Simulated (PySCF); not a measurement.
# How the method changes the shape and vibrations of B2H3N

Calculated results; nothing here was measured. The program is PySCF 2.14.0, an open-source quantum chemistry code, run on an isolated molecule that a program drew, which may never have been made. The molecule is B2H3N (charge 0, singlet), drawn as the SMILES string `BB=N`.

The geometry was optimised and harmonic frequencies were computed with HF and MP2, all in the cc-pVDZ basis, for the commonest isotopes, with a restricted reference for singlets and an unrestricted one otherwise, and a frozen core in MP2. Each result is a local minimum of its method.

Geometry at the HF minimum:
```xyz
6
B2H3N, angstrom
B    -3.5860   -0.4645   -0.4887
B    -2.2527   -1.3075   -1.1022
N    -1.2829   -1.9199   -1.5475
H    -3.6291    0.7306   -0.5381
H    -4.5061   -1.0503    0.0042
H    -0.5070   -2.4106   -1.9049
```

Lengths of the bonds as drawn, in Å (atoms numbered as above):
```
bond,HF,MP2
B1-B2,1.693,1.683
B2-N3,1.230,1.260
B1-H4,1.197,1.205
B1-H5,1.197,1.205
N3-H6,0.985,1.002
```

Rotational constants, in GHz:
```
constant,HF,MP2
A,236.8,234.8
B,7.431,7.325
C,7.205,7.103
```

Harmonic frequencies in cm^-1, each column in rising order, so a row needn't be the same motion in every method:
| rank | HF | MP2 |
|---|---|---|
| 1 | 306 | 262 |
| 2 | 309 | 262 |
| 3 | 476 | ? |
| 4 | 605 | 544 |
| 5 | 761 | 753 |
| 6 | 828 | 788 |
| 7 | 1018 | 983 |
| 8 | 1283 | 1230 |
| 9 | 2087 | 1905 |
| 10 | 2701 | 2644 |
| 11 | 2777 | 2727 |
| 12 | 4086 | 3863 |

**Estimate the missing MP2 frequency from the HF column.**

A single factor s that minimises the squared misfit of MP2 against s times HF over the other rows is sum(HF x MP2) / sum(HF^2) = 0.9558, with an rms misfit of 46 cm^-1. For rank 3 it gives 0.9558 x 476 = 455 cm^-1. The calculation gives 419 cm^-1, 36 cm^-1 below the estimate. The drawn bonds are on average 1.0 % longer in MP2 than in HF.
